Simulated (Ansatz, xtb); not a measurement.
## Relative energy of two isomers of C2H6GeO2Si

We compare I, `O=[CH][GeH]([SiH3])[CH]=O`, a singlet, with II, `O=C[SiH]([GeH3])C=O`, a singlet. Both are isolated molecules in the gas phase, relaxed with PBE-D3(BJ)/def2-SVP; each stands in its lowest conformer found.

Q: Estimate which is lower in electronic energy at CCSD(T)/def2-SVP + ΔMP2/def2-TZVPP, and by roughly how much.

A: Too close to call at this level: CCSD(T)/def2-SVP + ΔMP2/def2-TZVPP gives E(II) − E(I) = +0.24 kcal/mol.

How the difference moves with the method:

| level | geometry | E(II) − E(I) (kcal/mol) | departure from the last row (kcal/mol) | job, with rough time for the two |
| --- | --- | --- | --- | --- |
| GFN2-xTB | GFN2-xTB | +6.47 | +6.23 | optimisation, 0.33 s |
| HF/STO-3G | GFN2-xTB | −0.96 | −1.20 | single point, 0.54 s |
| r2SCAN-D4/def2-SVP | GFN2-xTB | +2.39 | +2.15 | single point, 2.9 s |
| PBE-D3(BJ)/def2-SVP | PBE-D3(BJ)/def2-SVP | −0.49 | −0.74 | optimisation, 37 s |
| HF/def2-SVP | PBE-D3(BJ)/def2-SVP | −2.27 | −2.51 | part of the CCSD(T) run |
| MP2/def2-SVP | PBE-D3(BJ)/def2-SVP | −1.73 | −1.97 | part of the CCSD(T) run |
| CCSD(T)/def2-SVP | PBE-D3(BJ)/def2-SVP | −2.03 | −2.27 | single point |
| CCSD(T)/def2-SVP + ΔMP2/def2-TZVPP | PBE-D3(BJ)/def2-SVP | +0.24 |  | single point, 46 s |

As drawn, II has 2 C–Si, 2 Ge–H in place of 2 C–Ge, 2 Si–H.

The largest departure from CCSD(T)/def2-SVP + ΔMP2/def2-TZVPP is that of GFN2-xTB, 6.23 kcal/mol. The last row adds to CCSD(T) the change of the MP2 difference between the two basis sets, here +2.27 kcal/mol.

With thermal terms from frequencies at re-optimised GFN2-xTB minima (ideal gas, soft modes damped towards free rotors, one conformer each, 298.15 K, 1 atm): the zero-point term adds +0.69 kcal/mol; ΔH is +0.50 and ΔG +1.93 kcal/mol.

The correlated steps freeze 18 core orbitals; the filled d shell of Ge is correlated, in a basis made for valence electrons. Programs: Ansatz 0.2.0, xtb 6.7.1; the last row on 2 threads of Intel(R) Xeon(R) 6975P-C (Granite Rapids) on a shared host.
